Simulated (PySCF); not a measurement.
UHF on Ne (neon, neutral)

Configuration: [He] 2s1 2p6 3p1, high-spin 3P determinant (an excited configuration). Calculation: PySCF 2.14, in aug-cc-pVQZ with one added diffuse shell each of s, p, d, f, g type (7s6p5d4f3g, 105 functions); no relativity, point nucleus.

- Total energy: -126.842409 hartree
- One-electron energy: -176.0317 hartree
- Hartree (Coulomb) energy: 60.5729 hartree
- Exchange energy: -11.3836 hartree
- Kinetic energy: 126.84410 hartree
- ⟨S²⟩: 2.0061
- ⟨L²⟩: 2.000
- Sum of ⟨r⟩: 12.39 bohr
- Sum of ⟨r²⟩: 46.76 bohr²
- Traceless quadrupole moment −½Σ⟨3z² − r²⟩ along its main axis: -15.9 e·bohr²
- Density at the nucleus (Gaussians lack the cusp): 594 bohr⁻³
- Spin density at the nucleus: 19.0 bohr⁻³
- Langevin diamagnetic susceptibility: -37.0 ×10⁻⁶ cm³/mol

```
shell  electrons  mean orbital energy (eV)  spread (eV)  rms radius, mean of both spins (bohr)
 1s α          1                   -911.12            0                                  0.183
 1s β          1                   -907.68            0                                  0.183
 2s α          1                   -69.856            0                                  0.933
 2p α          3                   -40.186        0.062                                   1.01
 2p β          3                   -33.639        0.079                                   1.01
 3p α          1                    -2.925            0                                   6.30
```

The outer electron is Rydberg-like, and this basis confines it to a smaller radius and binds it less than a complete one would.

Spin-orbit constants ζ (cm⁻¹) from the X2C one-electron operator on these orbitals (non-relativistic here): bare nucleus, nucleus screened by l(l+1)(2l+1)/3 electrons, and screened by the Breit-Pauli mean field of the electrons.

```csv
shell,bare,screened nucleus,mean field
2p,729.4,583.5,519.3
3p,8.910,7.128,6.031
```

To first order the Landé constant is A = 3.016 cm⁻¹, so the lowest level has J = 0 and lies 0.000748 eV below the centre of the term. This holds in LS coupling only.
